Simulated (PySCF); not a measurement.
Species: tetrafluoroborate, BF4, charge -1, multiplicity 1. It need not be the lowest isomer of its formula. SMILES: F[B-](F)(F)F
Geometry: optimised at B3LYP-D3(BJ)/def2-TZVP (Ansatz).

Dispersion corrections to the total energy (kcal/mol) from the dftd3 and dftd4 libraries through PySCF: D3(BJ) without and D4 with the three-body term, each with the damping fitted for the functional named.

```tsv
functional	D3(BJ)	D4
revPBE	-3.11	-6.31
PBE0	-0.93	-1.32
LC-wPBE	-0.98	-1.78
PBE	-1.13	-1.62
r2SCAN	[?]	-0.38
BHLYP	[?]	-1.71
TPSSh	-1.25	[?]
```

Task: Complete the blanks.

Result: 
- r2SCAN, D3(BJ): -0.28
- BHLYP, D3(BJ): -1.48
- TPSSh, D4: -1.98
